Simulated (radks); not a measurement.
Results of a calculation; reference values are marked as such.
Coulomb parameter of the 4f shell of the terbium ion Tb+ in the model configuration [Xe] 4f8 5d1 6s1, as a second difference U = [E(n + 0.5) + E(n - 0.5) - 2 E(n)] / (0.5)^2 with all orbitals relaxed. "Bare": the charge of the atom changes with n. "Screened": the 5d shell takes up the change at fixed total charge, which measures U(4f,4f) + U(5d,5d) - 2 U(4f,5d). Code: a radial shooting solver on a logarithmic mesh with Libxc functionals. Model: scalar-relativistic Kohn-Sham, LDA (Slater exchange, Perdew-Wang correlation), spin-unpolarised, spherical densities, finite nucleus; Fermi nuclear charge, rms radius 5.06 fm.

case                  configuration  E - E(n) (eV)
start              [Xe] 4f8 5d1 6s1          0.000
bare +0.5        [Xe] 4f8.5 5d1 6s1         -5.978
bare -0.5        [Xe] 4f7.5 5d1 6s1          9.886
screened +0.5  [Xe] 4f8.5 5d0.5 6s1         -2.939
screened -0.5  [Xe] 4f7.5 5d1.5 6s1          4.215

U(bare) = 15.633 eV, U(screened by 5d) = 5.105 eV, against the Slater integral F0(4f,4f) = 30.389 eV with frozen orbitals.
